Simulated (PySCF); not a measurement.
B(Br)(Et)(OH) (C2H6BBrO), SMILES CCB(Br)O. Atoms are numbered in the order given.

```xyz
11

B      0.6238     0.6378    -0.1251
Br    -0.8682    -0.2708     0.7793
C      0.9711     0.3157    -1.6190
C      0.8662    -1.1494    -2.0598
H      1.9768     0.7205    -1.8272
H      0.2770     0.9323    -2.2251
H     -0.1474    -1.5448    -1.8938
H      1.5624    -1.7900    -1.4947
H      1.1033    -1.2652    -3.1290
O      1.3108     1.5660     0.5661
H      0.9855     1.7103     1.4652
```
Charge 0, spin multiplicity 1.

Geometry: B3LYP-D3(BJ)/def2-SVP. The values are those of a single conformer.

Two levels are set side by side: PBE/pcSseg-1 (PySCF) and PBE0/pcSseg-1 (PySCF). GIAO shifts against BF3 (¹¹B), H2O (¹⁷O), TMS (¹H), TMS (¹³C) at the same level; non-relativistic, no solvent, atoms listed together averaged. Without spin–orbit terms, shifts of atoms bonded to Cl or Br come out too high at both levels. Differences are taken from unrounded values.

```tsv
quantity	PBE
δ(¹¹B) of B1 (ppm)	37.1
δ(¹³C) of C3 (ppm)	20.3
δ(¹³C) of C4 (ppm)	14.6
δ(¹⁷O) of O10 (ppm)	216.8
δ(¹H) of H11 (ppm)	6.07
```

These are the PBE values. What does PBE0 give? (The exact figures need the calculation; the answer reports its results.)


| quantity | PBE0 | PBE minus PBE0 |
|---|---|---|
| δ(¹¹B) of B1 (ppm) | 37.2 | -0.2 |
| δ(¹³C) of C3 (ppm) | 18.8 | 1.4 |
| δ(¹³C) of C4 (ppm) | 13.7 | 0.9 |
| δ(¹⁷O) of O10 (ppm) | 203.4 | 13.4 |
| δ(¹H) of H11 (ppm) | 5.95 | 0.11 |

Rough cost on one machine, each run with all the roots and properties that it gave: PBE0 against PBE within a factor of 2.
